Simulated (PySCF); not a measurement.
**Computed properties of C₃H₇NSi, SMILES N([SiH3])C=C=C**

C₃H₇NSi, SMILES C=C=CN[SiH3]. Geometry: ωB97X-D3(BJ)/def2-SVP. The structure was generated by enumeration, and PubChem lists no compound with its InChIKey, so it may never have been made. The values are those of a single conformer. All values are computed for the isolated molecule unless a solvent is named; none is compared with measurement here.

**Structure.** The optimised structure has Cs symmetry. All 30 harmonic modes at ωB97X-D3(BJ)/def2-SVP (PySCF) are real, so it is a minimum. With heavy atoms numbered as in [CH2:1]=[C:2]=[CH:3][NH:4][SiH3:5], the shortest bond between them is C1–C2 at 1.312 Å and the longest N4–Si5 at 1.747 Å.

**Vibrations.** The strongest infrared lines (harmonic, unscaled, degenerate partners summed) lie at 963 cm⁻¹ (257 km/mol, H 91 %, Si 9 %), 1379 cm⁻¹ (208 km/mol, H 57 %, C 25 %, N 19 %), 2250 cm⁻¹ (147 km/mol, H 96 %). The softest mode is at 110 cm⁻¹ and the zero-point energy is 56.0 kcal/mol.

**Electronic structure.** HF/def2-TZVP (PySCF) places the frontier levels at -8.56 and 2.98 eV, a gap of 11.54 eV, and gives a dipole moment of 1.23 D and a mean polarisability of 69.1 bohr³. PBE/def2-TZVP (PySCF) at the same geometry gives -4.87 and -1.24 eV, so its gap is 7.91 eV narrower. An orbital gap is neither the optical nor the fundamental gap.

**Excitations.** TDDFT-ωB97X/def2-SVPD (PySCF) has S1 at 4.47 eV (277 nm, f = 0.000, dark); the most intense of the 10 singlets computed lies at 7.37 eV (f = 0.43). T1 (TDA) is at 4.17 eV. TDDFT-PBE/def2-SVPD (PySCF) puts S1 at 3.76 eV. No vertical singlet excitation falls in the visible range (under 3.1 eV).

**NMR.** GIAO shifts at PBE0/pcSseg-1 (PySCF) (non-relativistic, atoms alike by connectivity averaged): ¹³C from 97.5 to 223.5 ppm against TMS; ¹H from 1.4 to 6.8 ppm against TMS; ²⁹Si at -57.9 ppm against TMS.

**Solvation.** SMD-PBE0/def2-SVP (PySCF) gives 0.3 kcal/mol in water, -4.0 kcal/mol in acetonitrile, -3.4 kcal/mol in methanol (1 M in both phases, gas-phase geometry); of these solvents acetonitrile holds the molecule best.
